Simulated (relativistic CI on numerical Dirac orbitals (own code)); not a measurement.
**Co: q coefficients and field-shift factors**

Calculated at this level of theory: Dirac-Coulomb-Breit CI, separate exchange-only KLI orbitals for each configuration, valence Slater integrals scaled by 0.85, P86 correlation energy added to each configuration, derivatives by finite differences, QED left out (own radial code, finite nucleus).

Configuration list (outside the closed core [Ar]): 3d7 4s2, 3d8 4s, 3d7 4s 4p, 3d8 4p, 3d9, 3d7 4p2, 3d8 4d, 3d8 5s. Levels of other configurations are missing.

With x = (α/α₀)² − 1 an excitation energy changes as ω = ω₀ + qx; K = 2q/ω₀ is the relative enhancement. Terms are leading LS components, so labels can repeat. The field-shift factor is F = δν/δ⟨r²⟩ for the transition from the lowest level.

Lowest level 3d7 4s2 4F_9/2.

| Level | ω₀ (cm⁻¹) | q (cm⁻¹) | K | F (GHz/fm²) |
| --- | --- | --- | --- | --- |
| 3d7 4s2 4F_7/2 | 792.8 | 801 | 2.02 | 0.00515 |
| 3d7 4s2 4F_5/2 | 1369.6 | 1351 | 1.97 | 0.00882 |
| 3d7 4s2 4F_3/2 | 1763.5 | 1712 | 1.94 | 0.0113 |
| 3d8 4s 4F_9/2 | 12962.6 | 2490 | 0.384 | -1.05 |
| 3d8 4s 4F_7/2 | 13605.2 | 3089 | 0.454 | -1.04 |
| 3d8 4s 4F_5/2 | 14125.4 | 3604 | 0.51 | -1.04 |
| 3d8 4s 4F_3/2 | 14492.9 | 3955 | 0.546 | -1.04 |
| 3d7 4s2 2G_9/2 | 15555.6 | 245.6 | 0.0316 | 0.0544 |
| 3d7 4s2 4P_5/2 | 15762.9 | 441.9 | 0.0561 | 0.0484 |
| 3d7 4s2 4P_3/2 | 15969.2 | 463.3 | 0.058 | 0.0507 |
| 3d7 4s2 2G_7/2 | 16291.5 | 1018 | 0.125 | 0.0594 |
| 3d7 4s2 4P_1/2 | 16326.3 | 947.1 | 0.116 | 0.0526 |
| 3d8 4s 2F_7/2 | 17789.5 | 3032 | 0.341 | -1.17 |
| 3d8 4s 2F_5/2 | 18769.5 | 3928 | 0.419 | -1.16 |
| 3d7 4s 4p 6F°_11/2 | 19462.1 | 639.1 | 0.0657 | -0.451 |
| 3d7 4s 4p 6F°_9/2 | 19770.0 | 731.4 | 0.074 | -0.449 |
| 3d7 4s 4p 6F°_7/2 | 20209.5 | 1231 | 0.122 | -0.446 |
| 3d7 4s2 2P_3/2 | 20291.0 | 273.3 | 0.0269 | 0.0819 |
| 3d7 4s 4p 6G°_13/2 | 20542.0 | 764.4 | 0.0744 | -0.447 |
| 3d7 4s 4p 6F°_5/2 | 20591.2 | 1666 | 0.162 | -0.444 |
| 3d7 4s 4p 6D°_9/2 | 20598.0 | 972.2 | 0.0944 | -0.446 |
| 3d7 4s2 2H_11/2 | 20746.8 | 345.8 | 0.0333 | 0.0657 |
| 3d7 4s 4p 6F°_3/2 | 20882.0 | 2003 | 0.192 | -0.442 |

Correlation outside the listed configurations is missing or only estimated: errors of thousands of cm⁻¹ between configurations and terms are usual at this charge. Rates and lifetimes follow the computed energies and can be off by large factors. The fine structure of a lone outer electron comes out too small, for d and f at times inverted, and misplaced configurations move strength between like terms.
